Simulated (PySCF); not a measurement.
How methods differ on the interval between two levels of Zn²⁺

Zn²⁺ [Ar] 3d10 → Zn²⁺ [Ar] 3d9 4s1 [3D3, M_J = 3], as a difference of total energies. Calculation: PySCF 2.14, in x2c-TZVPall-2c (6s7p4d1f, 54 functions); the two-component X2C-1e Hamiltonian. Correlated levels: [Ne] frozen; the 6 highest virtual spinors dropped. "Screened" scales the spin-orbit matrix elements by Boettger's factors to mimic the two-electron term; Breit and QED terms are absent.

```json
{"method": "GHF (spin-free)", "interval between two levels (cm⁻¹)": "66270"}
{"method": "GMP2 (spin-free)", "interval between two levels (cm⁻¹)": "84642"}
{"method": "GHF (screened spin-orbit)", "interval between two levels (cm⁻¹)": "65100"}
{"method": "GMP2 (screened spin-orbit)", "interval between two levels (cm⁻¹)": "83464"}
```

The labels give the starting determinants; with spin-orbit coupling the two ends relaxed to ⟨J²⟩ = 0.00, ⟨L²⟩ = 0.00, ⟨S²⟩ = 0.00 and ⟨J²⟩ = 12.00, ⟨L²⟩ = 6.01, ⟨S²⟩ = 2.00.
